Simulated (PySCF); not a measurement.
**[Eu(H2O)3]3+ at several levels of theory**

Computed with PySCF 2.14.0 (density fitting, no spin-orbit coupling) at the geometry relaxed with TPSS:

```xyz
10
[Eu(H2O)3]3+ (singlet in the valence; each metal's 4f electrons, 6 of them, lie in its core potential, out of spins and levels)
Eu    0.0000    0.0000    0.0000
O     2.2995    0.0000    0.0000
H     2.9212    0.7657    0.1489
H     2.9212   -0.7658   -0.1489
O    -1.1497    1.9914    0.0000
H    -2.1238    2.1470    0.1489
H    -0.7974    2.9127   -0.1489
O    -1.1498   -1.9914    0.0000
H    -0.7975   -2.9127    0.1489
H    -2.1238   -2.1470   -0.1489
```

```json
{"level": "TPSS", "basis": "Eu lcecp-1-SVP with ECP52, O def2-SVP, H def2-SVP", "state": "singlet", "HOMO (eV)": "-23.28", "gap (eV)": "5.79", "charge on Eu1 (e)": "1.91", "population of f-type functions on Eu1 (polarisation alone where 4f lies in the core)": "0.05", "dipole about the centre of mass (D)": "0.00", "largest force component (eV/Å)": "0.00"}
{"level": "M06-L", "basis": "the same", "state": "singlet", "HOMO (eV)": "-23.58", "gap (eV)": "6.59", "charge on Eu1 (e)": "2.06", "population of f-type functions on Eu1 (polarisation alone where 4f lies in the core)": "0.05", "dipole about the centre of mass (D)": "0.00", "largest force component (eV/Å)": "0.53"}
{"level": "TPSS", "basis": "Eu lcecp-1-TZVP with ECP52, O def2-TZVP, H def2-TZVP", "state": "singlet", "HOMO (eV)": "-23.32", "gap (eV)": "5.89", "charge on Eu1 (e)": "2.18", "population of f-type functions on Eu1 (polarisation alone where 4f lies in the core)": "0.06", "dipole about the centre of mass (D)": "0.00", "largest force component (eV/Å)": "0.38"}
```

In the lcecp rows the 4f levels are missing from HOMO and gap, and the state counts the valence alone.

Charges are Mulliken's, which hang on the basis. The relaxation used the grid (50, 194), these runs (75, 302) or, all-electron (x2c bases, spin-free X2C Hamiltonian), (99, 590).

Problem. A further run in the first row's basis gives HOMO (eV) -23.61, gap (eV) 6.42, charge on Eu1 (e) 1.98, population of f-type functions on Eu1 (polarisation alone where 4f lies in the core) 0.05, dipole about the centre of mass (D) 0.00, largest force component (eV/Å) 0.32. Which level was it?
A. CAM-B3LYP
B. r2SCAN
C. BP86

Solution. B. The others give HOMO -26.52 eV (CAM-B3LYP); -23.30 eV (BP86).

In the first row's basis the gap widens with exact exchange: 5.7 to 6.6 eV for BP86, TPSS, r2SCAN, M06-L (none); 10.6 eV for CAM-B3LYP (rising or full at long range).

No frequency check is given that shows the relaxed geometry to be a minimum. An lcecp potential fixes the number of 4f electrons, so in runs with it no electron can move into or out of that shell.
